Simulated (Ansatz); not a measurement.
`C[CH](C)[Ge][F]`, relaxed with RKS PBE-D4/def2-SVP in Ansatz 0.2.0 from a rough embedded geometry. The force threshold is 0.03 eV/Å; the program also tests the step.

The species carries charge 0 and has multiplicity 1.

Start:

```xyz
12

C     1.074   -0.434    0.646
C     0.310    0.165   -0.489
C    -0.852    0.989    0.017
Ge   -0.394   -1.132   -1.700
F    -1.497   -2.251   -0.880
H     0.367   -1.161    1.261
H     1.458    0.309    1.361
H     1.877   -1.063    0.296
H     1.038    0.826   -1.007
H    -0.452    1.828    0.712
H    -1.350    1.503   -0.817
H    -1.578    0.421    0.601
```

Q: How much energy does the relaxation release, and in how many steps? (An estimate is asked.)

A: Computed: 13.38 kcal/mol, in 4 steps.

Q: Which bonds change most? (Estimate.)

A: The calculation gave: C2–Ge4 from 1.909 to 2.031 Å; C1–H6 from 1.186 to 1.110 Å; C3–H10 from 1.161 to 1.113 Å; C1–C2 from 1.493 to 1.533 Å.

Q: Give the relaxed structure. (Best estimate.)

A: Computed: 
```xyz
12

C     1.052   -0.518    0.656
C     0.325    0.194   -0.491
C    -0.864    1.034    0.000
Ge   -0.400   -1.156   -1.823
F    -1.338   -2.055   -0.591
H     0.368   -1.221    1.175
H     1.430    0.208    1.411
H     1.929   -1.103    0.304
H     1.037    0.847   -1.047
H    -0.538    1.826    0.710
H    -1.398    1.549   -0.829
H    -1.604    0.395    0.527
```
